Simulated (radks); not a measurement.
Excited configurations of Co II: one electron is placed in a higher orbital outside [Ar] 3d7. The ground configuration is [Ar] 3d8. Calculated with a radial shooting solver on a logarithmic mesh with Libxc functionals: non-relativistic Kohn-Sham, r2SCAN, spin-unpolarised, spherical densities, point nucleus; meta-GGA in the generalised Kohn-Sham scheme. Excitation = E - E(ground); binding = E(ion) - E, where the ion is the core of charge +2; n* = 2/sqrt(2 binding) in atomic units, and the quantum defect is n - n*.

outer orbital  excitation (eV)  binding (eV)  quantum defect  eigenvalue (eV)  <r> (bohr)
4d                      13.791         5.622           0.889           -3.993       5.694
5s                      12.683         6.729           2.156           -5.306       6.204
5p                      14.200         5.212           1.769           -4.064       7.480
5f                      17.217         2.195           0.020           -1.664       15.75
6s                      15.682         3.730           2.180           -2.993       11.15
6p                      16.329         3.083           1.798           -2.461       13.02
7s                      17.042         2.370           2.208           -1.920       17.59
7f                      18.261         1.151           0.124           -0.916       33.43

The Delta-SCF ionisation energy is 19.412 eV (NIST Atomic Spectra Database: 17.084 eV, measured). Self-interaction in the functional shifts the binding energies and quantum defects, so they are the method's values and not measured ones. Spin polarisation and multiplet splitting are left out, so open shells lie too high by an amount that depends on their filling.

Beside tabulated values, note that spin-unpolarised runs miss the spin-polarisation part of the exchange energy of open shells.
